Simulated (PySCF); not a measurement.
MH₄ across group 14

Level: B3LYP, basis family def2-TZVP, no relativity.

Each entry is the lowest minimum that a search over a few typed start shapes (and spin states, where more than one is plausible) found, or that minimum re-optimised at the stated level; isomers with ligand–ligand bonds, or fragments after loss of a ligand pair, can lie lower. Open shells are unrestricted; no spin–orbit coupling; PySCF with density fitting.

```json
{"molecule": "CH₄", "2S+1": "1", "point group": "Td", "mean bond to the central atom (Å)": "1.089", "lowest ω (cm⁻¹)": "1342", "atomisation (kJ/mol)": "1758", "highest ω (cm⁻¹)": "3137", "polar-tensor charge of the central atom": "0.00"}
{"molecule": "SiH₄", "2S+1": "?", "point group": "?", "mean bond to the central atom (Å)": "?", "lowest ω (cm⁻¹)": "?", "atomisation (kJ/mol)": "?", "highest ω (cm⁻¹)": "?", "polar-tensor charge of the central atom": "?"}
{"molecule": "GeH₄", "2S+1": "1", "point group": "Td", "mean bond to the central atom (Å)": "1.536", "lowest ω (cm⁻¹)": "825", "atomisation (kJ/mol)": "1229", "highest ω (cm⁻¹)": "2154", "polar-tensor charge of the central atom": "0.93"}
```

**Question.** Fill in the row of SiH₄.

**Answer.** 2S+1: 1; point group: Td; mean bond to the central atom (Å): 1.480; lowest ω (cm⁻¹): 925; atomisation (kJ/mol): 1354; highest ω (cm⁻¹): 2245; polar-tensor charge of the central atom: 0.95.

The bond lengthens at every step; the largest change, 0.391 Å, falls between CH₄ and SiH₄ among the members listed.

Left out of the table are members whose search was unfinished or whose lowest solution was spin-contaminated, unstable, very soft or bonded differently.
